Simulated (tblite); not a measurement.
Compound: C8H9O (doublet state).
Z-matrix (Å and degrees, GFN2-xTB geometry), rows numbered from 1:
```
O 
C   1  1.2024
C   2  1.4889  1  125.91
C   3  1.3148  2  108.48  1   179.12
C   4  1.4789  3  116.43  2    -0.70
C   5  1.5139  4  112.37  3  -118.25
C   6  1.4989  5  120.16  4   -91.32
C   7  1.4978  6   60.06  5  -109.00
C   2  1.5157  1  126.85  3  -179.57
H   3  1.0725  2  121.64  1    -1.04
H   5  1.0940  4  110.22  3   120.13
H   6  1.0835  5  113.08  4    53.68
H   7  1.0794  6  118.13  8   108.08
H   7  1.0789  6  118.29  8  -108.47
H   8  1.0791  6  118.35  7   108.39
H   8  1.0795  6  118.20  7  -107.88
H   9  1.0907  2  110.23  1   -56.83
H   9  1.0909  2  109.39  1    61.21
```

Structure optimised with GFN2-xTB, isolated species. This method treats the open shell by occupation alone, without spin polarisation.

Take the most abundant isotopes and a rigid rotor. The values belong to one conformer with, in the numbering `[O:1]=[C:2]1[CH:3]=[C:4][C@@H:5]([CH:6]2[CH2:7][CH2:8]2)[CH2:9]1`, C4–C5–C6–C7 -91°.

Question: Give the principal moments of inertia and the rotational constants in cm⁻¹.

Answer: Ia = 110.79, Ib = 514.27, Ic = 586.29 u·Å²; 505379 MHz·u·Å²/I gives 4561, 982.7 and 862.0 MHz, that is A = 0.15215, B = 0.03278, C = 0.02875 cm⁻¹.

Question: What kind of rotor is it?

Answer: A near-prolate asymmetric top. Ray's parameter κ = (2B − A − C)/(A − C) = -0.935; −1 is the prolate and +1 the oblate limit.

Question: What does the inertial defect say?

Answer: Not planar: Δ = Ic − Ia − Ib = -38.77 u·Å². For a rigid frame Δ = −2 Σ m c², so Σ m c² = 19.39 u·Å² lies off the ab plane: 9.74 from hydrogen and 9.65 from heavier atoms. The atom farthest from that plane is 1.54 Å away.

Question: Estimate the classical rotational partition function at 10 K, 100 K and 298.15 K.

Answer: Point group C1, symmetry number σ = 1; q = (√π/σ)·√((kT/h)³/(ABC)), k/h = 20836.6 MHz/K: 2710 at 10 K, 85800 at 100 K, 442000 at 298.15 K.

For this open shell read J as N, the rotation without spin; fine and hyperfine splittings come on top. Its GFN2-xTB frequencies are all real (lowest 41 cm⁻¹). These are rigid-rotor constants of the computed structure; measured ground-state constants (B0) also hold zero-point vibration.

Time: 0.36 s. Hardware: Arm Neoverse V2, one thread, shared host. That covers the optimisation of the geometry.
